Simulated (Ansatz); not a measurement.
Reaction (formal exchange of groups at the Se–Si bond): `[SeH][SiH]([SeH])[SeH]` + `N[SiH2][AlH2]` → `N[SiH2][AlH][SeH]` + `[SeH][SiH2][SeH]`

Calculated with Ansatz (gas phase, PBE0-D4/def2-TZVP geometries, no zero-point term in ΔE). CCSD(T)/CBS is the MP2 limit (def2-TZVPP, def2-QZVPP) plus CCSD(T) − MP2 in def2-TZVPP, frozen cores. Functionals use def2-TZVPP. B3LYP here is the variant with VWN-RPA as its local correlation; programs differ in this. For Se outer-core shells are correlated without core-valence functions, which leaves a few kJ/mol of doubt a bond. Scalar relativity is left out up to krypton. One conformer a species, not always the lowest.

```tsv
level	ΔE (kJ/mol)	difference from CCSD(T)/CBS
PBE-D4	-66.5	0.6
r2SCAN-D4	-71.9	-4.8
PBE0-D4	-66.9	0.2
B3LYP-D4	-65.5	1.6
ωB97X-V	-65.3	1.8
ωB97M-V	-66.0	1.1
B2PLYP	-69.9	-2.8
PBE	-70.3	-3.2
r2SCAN	-72.5	-5.4
PBE0	-70.0	-2.9
B3LYP	-72.1	-5.0
HF/def2-TZVPP	-73.7	-6.6
MP2/def2-TZVPP	-65.3	1.8
SCS-MP2/def2-TZVPP	-66.3	0.8
CCSD/def2-TZVPP	-69.4	-2.3
CCSD(T)/def2-TZVPP	-69.0	-1.9
HF/def2-QZVPP	-73.5	-6.4
MP2/def2-QZVPP	-64.2	2.9
SCS-MP2/def2-QZVPP	-65.4	1.7
HF/CBS(def2)	-73.5	-6.4
MP2/CBS(def2)	-63.4	3.7
CCSD/CBS(def2)	-67.5	-0.4
CCSD(T)/CBS	-67.1	0
```

Largest T1 diagnostic among the species: 0.011.

The D4 term adds +6.6 kJ/mol with B3LYP and +3.2 kJ/mol with PBE0; it sums over pairs of atoms, weighted by their polarisabilities, and B3LYP, whose exchange is more repulsive, gets the larger term. In def2-TZVPP, CCSD(T) changes the Hartree–Fock value by +4.6 kJ/mol (the triples alone add +0.4 kJ/mol) and MP2 by +8.3 kJ/mol.

CCSD(T)/CBS has its own doubt, a few kJ/mol and more with outer-core shells, so smaller differences from it don't rank the levels.
